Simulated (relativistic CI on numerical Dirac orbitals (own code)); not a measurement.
## Energy levels of Er XVI

Calculated at this level of theory: Dirac-Coulomb-Breit CI, KLI orbitals optimised for each configuration, model QED (radiative potential, 1s self-energy scaled to tabulated hydrogen-like ionisation energies), unscaled Slater integrals (own radial code, finite nucleus).

CI space (outside the closed core [Ar] 3d10 4p6 4d10): 4s2.4f7, 4s2.4f5.5s2, 4s2.4f5.5s.5p, 4s2.4f6.5p, 4s2.4f6.6s, 4s2.4f6.6p, 4s2.4f6.7s, 4s.4f8, 4s.4f6.5s2, 4f9. Levels of other configurations are missing.

The lowest level is 4s2.4f7 8S°_7/2, with 96 % of that term; Hund's rules for 4s2.4f7 give 8S° with J = 7/2, in agreement.

| No. | Configuration | Term | J | E (cm⁻¹) | % | Next component (%) | Lifetime (s) |
| --- | --- | --- | --- | --- | --- | --- | --- |
| 1 | 4s2.4f7 | 8S° | 7/2 | 0.0 | 96 | 4 6P° |  |
| 2 | 4s2.4f7 | 6P° | 7/2 | 55248.4 | 68 | 15 6D° | 4.54e-03 |
| 3 | 4s2.4f7 | 6P° | 5/2 | 56744.0 | 79 | 16 6D° | 5.69e-03 |
| 4 | 4s2.4f7 | 6P° | 3/2 | 58091.2 | 87 | 10 6D° | 9.62e+00 |
| 5 | 4s2.4f7 | 6I° | 7/2 | 61033.0 | 89 | 10 4H° | 2.20e+00 |
| 6 | 4s2.4f7 | 6I° | 17/2 | 61689.2 | 94 | 6 4K° |  |
| 7 | 4s2.4f7 | 6I° | 9/2 | 61883.8 | 92 | 7 4H° | 1.22e+01 |
| 8 | 4s2.4f7 | 6I° | 11/2 | 62525.0 | 94 | 4 4H° | 3.63e+01 |
| 9 | 4s2.4f7 | 6I° | 15/2 | 62660.8 | 96 | 3 4K° | 2.10e+01 |
| 10 | 4s2.4f7 | 6I° | 13/2 | 62830.4 | 96 | 2 4H° | 2.98e+02 |
| 11 | 4s2.4f7 | 6D° | 9/2 | 69380.0 | 89 | 5 4F° | 5.57e-02 |
| 12 | 4s2.4f7 | 6D° | 7/2 | 71770.9 | 74 | 14 6P° | 1.95e-02 |
| 13 | 4s2.4f7 | 6D° | 1/2 | 71867.8 | 98 | 1 4P° | 3.11e-02 |
| 14 | 4s2.4f7 | 6D° | 3/2 | 72390.7 | 86 | 10 6P° | 3.90e-02 |
| 15 | 4s2.4f7 | 6D° | 5/2 | 72597.0 | 76 | 16 6P° | 2.18e-02 |
| 16 | 4s2.4f7 | 6G° | 7/2 | 85182.5 | 15 | 15 4D° | 7.82e-03 |
| 17 | 4s2.4f7 | 6G° | 5/2 | 87335.5 | 30 | 18 4D° | 1.33e-02 |
| 18 | 4s2.4f7 | 6G° | 11/2 | 88284.4 | 44 | 38 6F° | 4.81e-02 |
| 19 | 4s2.4f7 | 6G° | 9/2 | 88384.4 | 47 | 26 6F° | 4.53e-02 |
| 20 | 4s2.4f7 | 6G° | 3/2 | 89656.7 | 36 | 25 6F° | 2.21e-02 |
| 21 | 4s2.4f7 | 6G° | 7/2 | 91639.4 | 36 | 24 6F° | 1.45e-02 |
| 22 | 4s2.4f7 | 6G° | 13/2 | 92359.5 | 79 | 12 4H° | 6.27e-02 |
| 23 | 4s2.4f7 | 6F° | 1/2 | 92397.3 | 56 | 37 4D° | 3.25e-02 |
| 24 | 4s2.4f7 | 4N° | 17/2 | 92653.2 | 63 | 15 2M° | 6.65e-02 |
| 25 | 4s2.4f7 | 4H° | 9/2 | 94336.2 | 25 | 23 4G° | 1.15e-02 |
| 26 | 4s2.4f7 | 4N° | 23/2 | 95015.1 | 92 | 7 2O° |  |
| 27 | 4s2.4f5.5s2 | 6H° | 5/2 | 95030.0 | 31 | 24 4s2.4f7 6F° |  |
| 28 | 4s2.4f7 | 4N° | 19/2 | 95235.3 | 83 | 7 4L° | 1.22e+00 |
| 29 | 4s2.4f7 | 4D° | 5/2 | 96050.9 | 43 | 24 6G° | 7.99e-03 |
| 30 | 4s2.4f7 | 6G° | 3/2 | 96106.1 | 48 | 29 6F° | 3.75e-02 |

Energies count from the lowest computed level; ° marks odd parity; lifetimes are radiative, by E1, M1, E2, M2 decay to levels of this space only; some are left blank where a channel outside the calculation adds to the decay or the decay crosses a small, uncertain gap.

The mean weight of the leading LS term, summed over parents, in these 30 levels is 68 %, and that of the leading jj configuration (from the same eigenvectors) 43 %, so LS coupling describes them better.

At this charge transitions that keep the count of f electrons are usually good to a few per cent. Terms inside the open d or f shell come out 10 to 20 % too wide with unscaled integrals. Levels and lines within the n = 5 or 6 shells can be off by up to 10 % or somewhat more, and those that change n by about 2 %, since core polarisation is missing. Levels that differ in their count of f electrons can be misplaced by several ten thousand cm⁻¹, since the correlation energy of f electrons is missing or only estimated; rates across such gaps can be off by orders of magnitude.

LS names give the leading component of a level, which can be under half, so a name can repeat, a term be missing and a line seem to break the LS rules.
